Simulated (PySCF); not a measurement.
**Löwdin shares of the frontier orbitals**

Compound: SnHI3.
Structure used (PBE0-D3(BJ)/def2-SVP), in Å, numbered top down from 1:
```xyz
5
HI3Sn angstrom
Sn     0.0107   -0.0238    0.1956
H     -0.0068   -0.0457    1.9039
I      2.5412   -0.0507   -0.6951
I     -1.2035    2.1878   -0.7071
I     -1.2667   -2.1782   -0.7594
```

The calculation used TDDFT wB97X-D/def2-SVPD, vertical, gas phase, core orbitals frozen in the response, def2 core potentials past Kr (PySCF 2.14.0, density-fitted response routines). Spin–orbit coupling is left out.

Kohn–Sham orbitals with the atoms that hold most of them (Löwdin shares over 4%, at most four atoms; ? is withheld):

| orbital | ε (eV) | atoms |
| --- | --- | --- |
| HOMO-3 | -9.85 | I4 28%, I5 28%, I3 27%, Sn1 11% |
| HOMO-2 | -9.68 | I4 43%, I5 37%, I3 16%, Sn1 4% |
| HOMO-1 | -9.68 | I3 49%, I5 27%, I4 20%, Sn1 4% |
| HOMO | -9.52 | I3 35%, I5 33%, I4 32% |
| LUMO | -1.58 | ? |
| LUMO+1 | 0.38 | Sn1 37%, I3 25%, I5 16%, I4 14% |
| LUMO+2 | 0.39 | Sn1 37%, I4 23%, I5 20%, I3 12% |

Q: Which atoms hold the LUMO, and with what shares?

A: Sn1 (bonded to 3 I and H) 24%; I4 (bonded to Sn) 22%; I5 (bonded to Sn) 22%; I3 (bonded to Sn) 22%. By element: iodine 67%, tin 24%.

Q: The HOMO–LUMO gap is 7.94 eV. Where does the response calculation put the lowest singlet, and from which orbitals?

A: S1 is at 3.83 eV (f = 0.0000), 4.11 eV below the gap, made of HOMO→LUMO (95%). 

Next come S2 at 4.06 eV (f 0.029), HOMO-2/HOMO-1→LUMO (≥88%); S3 at 4.06 eV (f 0.030), HOMO-2/HOMO-1→LUMO (≥88%); S4 at 4.20 eV (f 0.016), HOMO-3→LUMO (93%); S5 at 4.31 eV (f 0.023), HOMO-5→LUMO (80%).

Orbitals of the list HOMO-3 to LUMO+2 that lie within 0.01 eV of each other are written together with a slash and their weights summed (≥ marks a lower bound); for degenerate orbitals outside that list single weights are arbitrary.

Löwdin shares depend on the basis, the more so with diffuse functions.
